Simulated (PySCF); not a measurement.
Molecule: Cu(OH2)4, SMILES [OH2]->[Cu+2](<-[OH2])(<-[OH2])<-[OH2] (H8CuO4 (cation, charge +2)), doublet. Atoms near the plane z = 0.0 Å, at the PBE0/def2-SVP optimised geometry (x, y, z in Å): Cu1 (0.0, 0.0, 0.0), O2 (-2.0, 0.0, 0.0), H3 (-2.5, 0.3, 0.8), H4 (-2.5, -0.7, -0.4), H6 (-0.3, 2.4, -1.0), O8 (2.0, 0.0, 0.0), H9 (2.5, 0.7, 0.4), H10 (2.5, -0.3, -0.8), H12 (0.3, -2.4, 1.0).

Level of theory: PySCF with unrestricted PBE0/def2-TZVP. Cells within 0.4 Å of a nucleus heavier than hydrogen are left out (blank, or x). The values are rescaled to run from 0 to 1.

```
|0000000000000000000000000000000|
|0000000000000000000000000000000|
|0000000000000000000000000000000|
|0000000000000000000000000000000|
|0000000000000000000000000000000|
|0000000000000000000000000000000|
|0000000000000000000000000000000|
|0000000000000000000000000000000|
|0000000000000000000000000000000|
|0000000000000000000000000000000|
|0000000000000000000000000000000|
|0000000000000000000000000000000|
|0000000000000000000000000000000|
|0000000000000003000000000000000|
|000000000x10010x32002x000000000|
|00000000xxx009xxx900xxx00000000|
|000000000x20023x01001x000000000|
|0000000000000003000000000000000|
|0000000000000000000000000000000|
|0000000000000000000000000000000|
|0000000000000000000000000000000|
|0000000000000000000000000000000|
|0000000000000000000000000000000|
|0000000000000000000000000000000|
|0000000000000000000000000000000|
|0000000000000000000000000000000|
|0000000000000000000000000000000|
|0000000000000000000000000000000|
|0000000000000000000000000000000|
|0000000000000000000000000000000|
|0000000000000000000000000000000|
```
Scale: ten equal steps from 0.000 (start of '0') to 1.00 (end of '9'), in the order '0123456789'; x runs from -5.00 to 5.00, y from -5.00 (bottom) to 5.00 (top).

Task: Which quantity is mapped?
A. spin density
B. log10 of the electron density
C. an orbital amplitude
D. Laplacian of the electron density

Result: A, spin density. In full: spin density (e/bohr³).
